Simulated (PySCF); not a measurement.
C3H5ClGe, SMILES [GeH3][CH]=C=CCl. Atoms are numbered in the order given.

```xyz
10

Cl     3.0918     0.1003    -0.7419
C      1.8978    -0.9182     0.0262
C      0.8097    -0.4394     0.5824
C     -0.3040     0.0230     1.0925
Ge    -1.9297     0.2232     0.0296
H      2.1454    -1.9837     0.0067
H     -0.3324     0.3159     2.1530
H     -3.0511    -0.6155     0.6623
H     -2.3553     1.6991     0.0322
H     -1.6393    -0.2540    -1.3958
```
Charge 0, spin multiplicity 1.

Coordinates come from a r2SCAN-D4/def2-SVP optimisation. The structure was generated by enumeration; whether it is a known compound was not checked.

Method: B3LYP/def2-TZVP in PySCF.

Isolated molecule, no solvent.

Computed frontier levels, gap, dipole moment and polarisability:
```
Property                                                                                                        Result
---------------------------------------------------------------------------------------------  -----------------------
highest occupied level                                                                                        -6.91 eV
lowest empty level                                                                                            -1.22 eV
orbital gap                                                                                                    5.69 eV
dipole moment                                                                                                   1.67 D
quadrupole, principal values (traceless, Buckingham form, about the centre of nuclear charge)    -5.30, 1.46, 3.84 D·Å
mean static polarisability                                                                       85.1 bohr³ (12.60 Å³)
polarisability, principal values                                                               61.1, 64.3, 129.9 bohr³
```
